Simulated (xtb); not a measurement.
Cl6W, charge +1, doublet, geometry from GFN2-xTB (such geometries of metal compounds can be far from the true shape) (the multiplicity is a formal guess); GFN1-xTB run with xtb.

Here is a job for xtb.
```
$ xtb mol.xyz --gfn 1 --chrg 1 --uhf 1 --etemp 5000 --json

# file mol.xyz
7

W     -0.09587042    -0.05254295     0.20143651
Cl     1.91016523     0.84070503    -1.06707541
Cl     0.86905186     0.19837681     2.14553329
Cl    -0.29585744     0.04403604    -2.32480006
Cl    -2.10446551    -0.87546033     0.45023518
Cl    -0.80141856     2.05683636     0.10282837
Cl     0.83984273    -2.03577753    -0.18356266
```

Q: What does xtb print? Leave out banner, timings and long lists.

A: 
```
   ID    Z sym.   atoms
    1   74 W      1
    2   17 Cl     2-7

           -------------------------------------------------
          |                Calculation Setup                |
           -------------------------------------------------

           -------------------------------------------------
          |                 G F N 1 - x T B                 |
           -------------------------------------------------

          ...................................................
          :                      SETUP                      :
          :.................................................:
          :  # basis functions                  70          :
          :  # atomic orbitals                  63          :
          :  # shells                           21          :
          :  # electrons                        47          :
          :  # halogen bonds                     0          :
          :  max. iterations                   250          :
          :  Hamiltonian                  GFN1-xTB          :
          :  restarted?                      false          :
          :  GBSA solvation                  false          :
          :  PC potential                    false          :
          :  electronic temp.         5000.0000000     K    :
          :  accuracy                    1.0000000          :
          :  -> integral cutoff          0.2500000E+02      :
          :  -> integral neglect         0.1000000E-07      :
          :  -> SCF convergence          0.1000000E-05 Eh   :
          :  -> wf. convergence          0.2000000E-04 e    :
          :  Broyden damping             0.4000000          :
          :  net charge                          1          :
          :  unpaired electrons                  1          :
          ...................................................

 iter      E             dE          RMSdq      gap      omega  full diag
   1    -27.4995047 -0.274995E+02  0.735E+00    2.95       0.0  T
   2    -27.5439867 -0.444820E-01  0.405E+00    1.60       1.0  T
   3    -27.5461342 -0.214752E-02  0.212E+00    1.92       1.0  T
   4    -27.5464947 -0.360512E-03  0.378E-01    1.73       1.0  T
   5    -27.5468024 -0.307722E-03  0.178E-02    1.81       2.1  T
   6    -27.5468029 -0.454001E-06  0.196E-02    1.80       1.9  T
   7    -27.5468034 -0.509932E-06  0.725E-03    1.80       5.2  T
   8    -27.5468036 -0.141762E-06  0.239E-04    1.80     158.4  T
   9    -27.5468036 -0.753957E-10  0.134E-05    1.80    2828.1  T
  10    -27.5468036 -0.309086E-12  0.369E-06    1.80   10251.8  T

   *** convergence criteria satisfied after 10 iterations ***

         :::::::::::::::::::::::::::::::::::::::::::::::::::::
         ::                     SUMMARY                     ::
         :::::::::::::::::::::::::::::::::::::::::::::::::::::
         :: total energy             -27.498677018459 Eh    ::
         :: gradient norm              0.042954372407 Eh/a0 ::
         :: HOMO-LUMO gap              1.802735181547 eV    ::
         ::.................................................::
         :: SCC energy               -27.546803553824 Eh    ::
         :: -> electrostatic           0.179067581430 Eh    ::
         :: repulsion energy           0.055120720183 Eh    ::
         :: dispersion energy         -0.006994184818 Eh    ::
         :: halogen bond corr.         0.000000000000 Eh    ::
         :: add. restraining           0.000000000000 Eh    ::
         :: total charge               1.000000000007 e     ::
         :::::::::::::::::::::::::::::::::::::::::::::::::::::

           -------------------------------------------------
          |                Property Printout                |
           -------------------------------------------------

    * Orbital Energies and Occupations

         #    Occupation            Energy/Eh            Energy/eV
      -------------------------------------------------------------
         1        2.0000           -1.1578719             -31.5073
       ...           ...                  ...                  ...
        12        1.9979           -0.7114593             -19.3598
        13        1.9962           -0.7017507             -19.0956
        14        1.9951           -0.6977597             -18.9870
        15        1.9946           -0.6963943             -18.9499
        16        1.9789           -0.6745817             -18.3563
        17        1.9752           -0.6720003             -18.2861
        18        1.9651           -0.6664423             -18.1348
        19        1.9520           -0.6612305             -17.9930
        20        1.9350           -0.6562023             -17.8562
        21        1.9058           -0.6499528             -17.6861
        22        1.9027           -0.6494026             -17.6711
        23        1.8541           -0.6423302             -17.4787
        24        1.3119           -0.6087504             -16.5649 (HOMO)
        25        0.0974           -0.5425011             -14.7622 (LUMO)
        26        0.0763           -0.5383552             -14.6494
        27        0.0681           -0.5364304             -14.5970
        28        0.0001           -0.4214647             -11.4686
        29        0.0000           -0.3751761             -10.2091
        30                         -0.2803725              -7.6293
        31                         -0.2801120              -7.6222
        32                         -0.2799194              -7.6170
        33                         -0.2798439              -7.6149
        34                         -0.2794419              -7.6040
        35                         -0.2788625              -7.5882
       ...                                ...                  ...
        63                          0.7296812              19.8556
      -------------------------------------------------------------
                  HL-Gap            0.0662493 Eh            1.8027 eV
             Fermi-level           -0.5959381 Eh          -16.2163 eV

  Mulliken/CM5 charges         n(s)   n(p)   n(d)
     1W     1.25862  1.70823   0.396  0.935  3.411
     2Cl   -0.03184 -0.07246   1.908  5.122  0.002
     3Cl   -0.01724 -0.11406   1.875  5.152 -0.010
     4Cl   -0.03184 -0.07246   1.908  5.122  0.002
     5Cl   -0.01724 -0.11406   1.875  5.152 -0.010
     6Cl   -0.08023 -0.16759   1.875  5.214 -0.009
     7Cl   -0.08023 -0.16759   1.875  5.214 -0.009

Wiberg/Mayer (AO) data.
largest (>0.10) Wiberg bond orders for each atom

 ---------------------------------------------------------------------------
     #   Z sym  total        # sym  WBO       # sym  WBO       # sym  WBO
 ---------------------------------------------------------------------------
     1  74 W    6.349 --     3 Cl   1.330     5 Cl   1.330     6 Cl   1.182
                             7 Cl   1.182     2 Cl   0.663     4 Cl   0.663
     2  17 Cl   0.913 --     1 W    0.663     4 Cl   0.153
     3  17 Cl   1.538 --     1 W    1.330
     4  17 Cl   0.913 --     1 W    0.663     2 Cl   0.153
     5  17 Cl   1.538 --     1 W    1.330
     6  17 Cl   1.375 --     1 W    1.182
     7  17 Cl   1.375 --     1 W    1.182
 ---------------------------------------------------------------------------

Topologies differ in total number of bonds
Writing topology from bond orders to xtbtopo.mol

 dipole moment from electron density (au)
     X       Y       Z
  -0.4001  -0.2193   0.8406  total (Debye):    2.431

           -------------------------------------------------
          | TOTAL ENERGY              -27.498677018459 Eh   |
          | GRADIENT NORM               0.042954372407 Eh/α |
          | HOMO-LUMO GAP               1.802735181547 eV   |
           -------------------------------------------------

normal termination of xtb
```
